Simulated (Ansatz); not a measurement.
`OC(F)[SiH2][SiH3]` + `[NH2][AlH2]` → `[AlH2][NH][SiH2][SiH3]` + `OCF`  (ligand exchange at the Si–C bond)

Program: Ansatz. Geometries: PBE0-D4/def2-TZVP. ΔE: electronic, gas phase. CCSD(T)/CBS is the MP2 limit (def2-TZVPP, def2-QZVPP) plus CCSD(T) − MP2 in def2-TZVPP, frozen cores. This one scheme is used for every species. Functionals use def2-TZVPP. B3LYP here is the variant with VWN-RPA as its local correlation; programs differ in this. One conformer a species, not always the lowest.

`OC(F)[SiH2][SiH3]`:

Z-matrix (Å, degrees):
```
C
F 1 1.400
Si 1 1.918 2 108.7
O 1 1.376 2 109.9 3 119.8
H 1 1.099 2 104.9 3 -120.0
Si 3 2.339 1 109.0 2 -50.1
H 3 1.485 1 108.3 2 71.6
H 3 1.488 1 107.7 2 -170.1
H 4 0.963 1 109.6 2 70.9
H 6 1.488 3 109.9 1 -172.5
H 6 1.486 3 110.7 1 67.1
H 6 1.489 3 109.7 1 -53.3
```

`[NH2][AlH2]`:

Z-matrix (Å, degrees):
```
N
Al 1 1.766
H 1 1.007 2 124.9
H 1 1.007 2 124.9 3 180.0
H 2 1.583 1 117.9 3 -180.0
H 2 1.583 1 117.9 3 0.0
```

`[AlH2][NH][SiH2][SiH3]`:

Cartesian coordinates in Å:
```
Al 1.019 1.826 1.616
N 0.901 0.801 0.162
Si 0.403 -0.852 0.023
Si -1.477 -1.085 -1.359
H 0.652 1.178 3.010
H 1.484 3.325 1.414
H 1.138 1.242 -0.718
H 0.079 -1.327 1.396
H 1.490 -1.721 -0.517
H -1.848 -2.517 -1.536
H -1.196 -0.509 -2.705
H -2.645 -0.360 -0.786
```

`OCF`:

Z-matrix (Å, degrees):
```
C
F 1 1.381
O 1 1.370 2 111.1
H 1 1.091 2 107.8 3 -117.4
H 1 1.096 2 106.3 3 123.2
H 3 0.962 1 109.3 2 70.7
```

Problem. Is it downhill or uphill in electronic energy at CCSD(T)/CBS, and by how much? (An estimate is asked.)

Solution. Computed: Downhill: ΔE = -79.0 kJ/mol.

Problem. What do these levels give: PBE-D4, r2SCAN-D4, ωB97M-V, PBE, r2SCAN, B3LYP, MP2/def2-TZVPP, CCSD/def2-TZVPP, MP2/def2-QZVPP, SCS-MP2/def2-QZVPP, MP2/CBS(def2), CCSD/CBS(def2)? (An estimate is asked.)

Solution. Ansatz gave: PBE-D4 -68.4, r2SCAN-D4 -75.0, ωB97M-V -74.8, PBE -67.3, r2SCAN -74.7, B3LYP -75.1, MP2/def2-TZVPP -85.3, CCSD/def2-TZVPP -82.7, MP2/def2-QZVPP -84.3, SCS-MP2/def2-QZVPP -84.8, MP2/CBS(def2) -83.0, CCSD/CBS(def2) -80.4 kJ/mol.

Largest T1 diagnostic among the species: 0.013.

In def2-TZVPP, CCSD(T) changes the Hartree–Fock value by +10.9 kJ/mol (the triples alone add +1.3 kJ/mol) and MP2 by +7.0 kJ/mol. From PBE to PBE0 (25 % exact exchange), in def2-TZVPP and without D4, ΔE moves by −7.2 kJ/mol.
